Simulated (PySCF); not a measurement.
One of the candidates below gave these computed data.

All candidates are CH12OSSi4.

| technique | computed result |
| --- | --- |
| 1H NMR | chemical shifts (computed TMS as zero) by class: 3.72 (3 H), 3.57 (3 H), 3.44 (1 H), 3.26 (1 H), 2.24 (3 H), 0.75 (1 H) ppm [GIAO PBE0/pcSseg-1] |
| NMR, other nuclei | isotropic shieldings of nuclei other than C and H, by class: 294 (1 O), 321 (1 Si), 458 (1 Si), 468 (1 Si), 476 (1 Si), 578 (1 S) ppm [GIAO PBE0/pcSseg-1] |
| Dipole | 1.03 D [PBE0/pcSseg-1] |
| 13C NMR | chemical shifts (computed TMS as zero) by class: 13.3 (1 C) ppm [GIAO PBE0/pcSseg-1] |
| Rotational structure | rotational constants A, B, C: 1.337, 0.595, 0.484 GHz [GFN2-xTB] |

The electronic properties come from PySCF, for the isolated species, density fitting. Levels stand in brackets. The structure is a single GFN2-xTB conformer in the gas phase; no vibrational or solvent corrections. NMR values are class means; diastereotopic atoms form classes of their own.

**Question.** Which candidate is it?
A. `CS[Si@@](O)([SiH3])[SiH2][SiH3]`
B. `[SiH3]CS[SiH2]O[SiH2][SiH3]`
C. `C[Si@H]([SiH2]O[SiH3])S[SiH3]`

**Answer.** A. It is `CS[Si@@](O)([SiH3])[SiH2][SiH3]`. Numbering: `[CH3:1][S:2][Si@@:3]([OH:4])([SiH3:5])[SiH2:6][SiH3:7]`. Its formula, CH12OSSi4, gives 0 degrees of unsaturation, so no ring and no π bond. The one carbon: S-methyl carbon [C1] (13.3 ppm). Hydrogen classes from least to most shielded: 3 H on an SiH3 silicon, Si5 (3.72 ppm), 3 H on an SiH3 silicon, Si7 (3.57 ppm), 1 H on an SiH2 silicon, Si6 (3.44 ppm), 1 H on an SiH2 silicon, Si6 (3.26 ppm), 3 H on an S-methyl carbon, C1 (2.24 ppm), 1 H on a silanol oxygen, O4 (0.75 ppm). The other shieldings belong to: 294 ppm, silanol oxygen [O4]; 321 ppm, oxygen-bound silicon [Si3]; 458 ppm, SiH3 silicon [Si5]; 468 ppm, SiH3 silicon [Si7]; 476 ppm, SiH2 silicon [Si6]; 578 ppm, sulfur bonded to C and Si [S2]. The optimised geometry has point group C1 and is an asymmetric top.

The others, at the same levels:
- `[SiH3]CS[SiH2]O[SiH2][SiH3]` fails: its computed 1H shifts are 5.65 (2 H), 5.28 (2 H), 4.14 (3 H), 3.57 (3 H), 1.95 (2 H) ppm, rotational constant A is 1.147 GHz (against 1.337 GHz) and smallest rotational constant is 0.544 GHz (against 0.484 GHz).
- `C[Si@H]([SiH2]O[SiH3])S[SiH3]` fails: its computed 13C shifts are -0.4 (1 C) ppm, 1H shifts are 5.70 (1 H), 5.52 (1 H), 5.20 (1 H), 5.04 (3 H), 4.55 (3 H), 0.65 (3 H) ppm and rotational constant A is 2.179 GHz (against 1.337 GHz).

Each candidate is one conformer, not necessarily the lowest. Dipoles, sizes and rotational constants follow the conformer. The torsions of the flexible species, by atom-mapped SMILES:
- `[CH3:1][S:2][Si@@:3]([OH:4])([SiH3:5])[SiH2:6][SiH3:7]`: C1–S2–Si3–O4 -57°, S2–Si3–Si6–Si7 61°, H–O4–Si3–S2 -55°
- `[SiH3:1][CH2:2][S:3][SiH2:4][O:5][SiH2:6][SiH3:7]`: Si1–C2–S3–Si4 -88°, C2–S3–Si4–O5 74°, S3–Si4–O5–Si6 72°, Si4–O5–Si6–Si7 -39°
- `[CH3:1][Si@H:2]([SiH2:3][O:4][SiH3:5])[S:6][SiH3:7]`: C1–Si2–Si3–O4 67°, Si2–Si3–O4–Si5 85°, C1–Si2–S6–Si7 57°
